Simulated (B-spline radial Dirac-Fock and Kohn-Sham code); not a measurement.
# Anomalous scattering factors of Pt, 12.39 keV to 71.35 keV

The computed values come from a radial B-spline solver: the dispersion relation over Dirac-Hartree-Slater subshell photoionisation cross sections, with the Kissel-Pratt high-energy constant (isolated atom, no bound-bound lines or fine structure). The forward scattering factor is f₀ + f′ + i f″.

Input file task.json (cfg lists n, l and occupation; rrms is the nuclear radius in fm):

```json
{"items": [{
  "Z": 78,
  "q": 0,
  "cfg": [[1, 0, 2], [2, 0, 2], [2, 1, 6], [3, 0, 2], [3, 1, 6], [3, 2, 10], [4, 0, 2], [4, 1, 6], [4, 2, 10], [4, 3, 14], [5, 0, 2], [5, 1, 6], [5, 2, 9], [6, 0, 1]],
  "A": 195,
  "rrms": 5.427,
  "do": "dispersion",
  "hv": [574.6, 636.9, 657.2, 663.0, 771.2, 1000.0, 1028.0, 1253.6, 1486.9, 2000.0, 2146.0, 2984.4, 3097.0, 3556.0, 4000.0, 4510.9, 5414.7, 6000.0, 6403.9, 6930.3, 8047.8, 8344.0, 9251.7, 12000.0, 12390.0, 13560.0, 15000.0, 16990.0, 17479.3, 18240.0, 18560.0, 21010.0, 21490.0, 21680.0, 22162.9, 22910.0, 24209.8, 30000.0, 35860.0, 40000.0, 40670.0, 51040.0, 65440.0, 71350.0],
  "edges": {"K": 78395.0, "L1": 13880.0, "L2": 13273.0, "L3": 11564.0, "M1": 3296.0, "M2": 3027.0, "M3": 2645.0, "M4": 2202.0, "M5": 2122.0, "N1": 725.4, "N2": 609.1, "N3": 519.4, "N4": 331.6, "N5": 314.6, "N6": 74.5, "N7": 71.2, "O1": 101.7, "O2": 65.3}
}]}
```

Command: `python xray2_run.py task.json out`

Edges near this range: K 78395.0 eV, L1 13880.0 eV, L2 13273.0 eV, L3 11564.0 eV.

| hν (eV) | λ (Å) | f′ (e) | f″ (e) | tabulated f′ | tabulated f″ |
| --- | --- | --- | --- | --- | --- |
| 12390 | 1.001 | -7.740 | 9.117 | -7.86 | 8.98 |
| 13560 | 0.9143 | -7.431 | 10.861 | -7.95 | 10.75 |
| 15000 | 0.8266 | -3.773 | 10.735 | -3.86 | 10.58 |
| 16990 | 0.7297 | -1.902 | 8.833 | -1.94 | 8.68 |
| 17479.3 | 0.7093 | -1.648 | 8.444 | -1.69 | 8.30 |
| 18240 | 0.6797 | -1.338 | 7.890 | -1.37 | 7.75 |
| 18560 | 0.6680 | -1.231 | 7.674 | -1.27 | 7.53 |
| 21010 | 0.5901 | -0.723 | 6.280 | -0.76 | 6.16 |
| 21490 | 0.5769 | -0.666 | 6.053 | -0.70 | 5.94 |
| 21680 | 0.5719 | -0.647 | 5.967 | -0.68 | 5.86 |
| 22162.9 | 0.5594 | -0.603 | 5.755 | -0.63 | 5.66 |
| 22910 | 0.5412 | -0.550 | 5.451 | -0.58 | 5.36 |
| 24209.8 | 0.5121 | ? | ? | ? | ? |
| 30000 | 0.4133 | -0.502 | 3.479 | -0.53 | 3.41 |
| 35860 | 0.3457 | -0.672 | 2.570 | -0.69 | 2.49 |
| 40000 | 0.3100 | -0.813 | 2.131 | -0.84 | 2.06 |
| 40670 | 0.3049 | -0.836 | 2.071 | -0.86 | 2.00 |
| 51040 | 0.2429 | -1.198 | 1.397 | -1.22 | 1.36 |
| 65440 | 0.1895 | -1.798 | 0.903 | -1.81 | 0.88 |
| 71350 | 0.1738 | -2.226 | 0.775 | -2.22 | 0.76 |

Problem. What are f′ and f″ at 24209.8 eV?

Solution. f′ = -0.491 and f″ = 4.977 electrons (tables: -0.52 and 4.91). By the optical theorem f″ corresponds to a photoabsorption cross section 2 rₑ λ f″ = 14400 b.

Tabulated f′: xraylib 4.2 anomalous scattering factors (Cullen et al., EPDL97); f″: Chantler's tables (J. Phys. Chem. Ref. Data 1995 and 2000). Both are theoretical tables.
